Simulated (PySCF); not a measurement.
Computed IR spectrum (relative IR intensity) of a molecule C2H8InNO. Geometry optimised at B3LYP-D3(BJ)/def2-SVP. The def2 effective core potentials stand for the cores of In; spin–orbit coupling is left out. One conformer was computed; it need not be the lowest. Method: B3LYP-D3(BJ)/def2-SVP (PySCF). Frequencies are harmonic and unscaled.

ν (cm⁻¹): 109 (vw), 137 (w), 217 (w), 233 (w), 235 (w), 286 (m), 361 (vs), 473 (vw), 579 (m), 587 (m), 645 (w), 716 (m), 769 (m), 966 (vw), 1040 (w), 1194 (w), 1401 (vw), 1475 (vw), 1522 (w), 3015 (m), 3049 (w), 3090 (w), 3120 (w), 3521 (vw), 3621 (vw), 3831 (w) (against the strongest line: vs over 80 %, s over 45 %, m over 15 %, w over 4 %, vw less)

Question: Identify the compound among the candidates.
A. CC[O][InH][NH2]
B. C[N](C)[InH][OH]
C. C[O][In]([CH3])[NH2]
D. C[CH2][In]([NH2])[OH]

Answer: D, C[CH2][In]([NH2])[OH]
